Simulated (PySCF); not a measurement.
SMILES CS[Si](O)(O)SC, GFN2-xTB optimised geometry.

```
15

C     -1.90     0.37    -2.99
S     -2.39    -0.85    -1.73
Si    -1.51     0.05     0.00
O     -1.94    -0.81     1.30
O     -2.02     1.59     0.00
S      0.64     0.05     0.00
C      0.94    -1.74     0.16
H     -2.34     1.33    -2.74
H     -2.29     0.01    -3.94
H     -0.82     0.44    -3.03
H     -2.82    -1.16     1.40
H     -1.58     2.26     0.52
H      2.02    -1.87     0.16
H      0.50    -2.26    -0.68
H      0.51    -2.08     1.09
```

Density from B3LYP/def2-TZVP (PySCF) at that geometry.

Minimum of the electron density along straight lines between bonded atoms, close to the bond critical point (lines longer than 1.1 times the sum of covalent radii, or with two minima, are not listed):

| bond | length / Å | ρ at the minimum / e bohr⁻³ | ∇²ρ there / e bohr⁻⁵ | position (fraction from the first atom) |
|---|---|---|---|---|
| C1–S2 | 1.819 | 0.177 | -0.28 | 0.47 |
| S2–Si3 | 2.141 | 0.105 | 0.06 | 0.64 |
| Si3–O4 | 1.620 | 0.146 | 0.90 | 0.41 |
| Si3–O5 | 1.620 | 0.146 | 0.90 | 0.41 |
| Si3–S6 | 2.141 | 0.105 | 0.06 | 0.36 |
| S6–C7 | 1.819 | 0.177 | -0.28 | 0.53 |
| C1–H8 | 1.085 | 0.286 | -1.01 | 0.65 |
| C1–H9 | 1.085 | 0.284 | -1.00 | 0.64 |
| C1–H10 | 1.085 | 0.285 | -1.00 | 0.65 |
| O4–H11 | 0.954 | 0.360 | -2.48 | 0.81 |
| O5–H12 | 0.954 | 0.360 | -2.48 | 0.81 |
| C7–H13 | 1.085 | 0.284 | -1.00 | 0.64 |
| C7–H14 | 1.085 | 0.285 | -1.00 | 0.65 |
| C7–H15 | 1.085 | 0.286 | -1.01 | 0.65 |
